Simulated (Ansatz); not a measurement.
Computed with Ansatz.

A structure relaxed at PBE0-D4/def2-TZVP, charge 0, multiplicity 1:

```xyz
10

C    -1.4098   -0.9935   -0.6305
Sn   -0.0972    0.7083   -0.5996
B     0.9734    1.3655    1.2517
N     1.4810    0.2103    0.8079
H    -0.8954   -1.8493   -1.0676
H    -2.2928   -0.7670   -1.2297
H    -1.7210   -1.2317    0.3862
H     0.6848    0.7577   -2.1342
H     1.0518    2.1965    2.0978
H     2.2252   -0.3968    1.1180
```

(1) Give its formula and SMILES.

(2) Summarise the bond lengths by kind.

Answers

(1) CH6BNSn, `[CH3][SnH]1[BH][NH]1`.

(2) 1 × C–Sn 2.149 Å; 3 × C–H 1.090 to 1.091 Å; 1 × B–Sn 2.237 Å; 1 × N–Sn 2.173 Å; 1 × H–Sn 1.723 Å; 1 × B–N 1.338 Å; 1 × B–H 1.189 Å; 1 × H–N 1.009 Å.
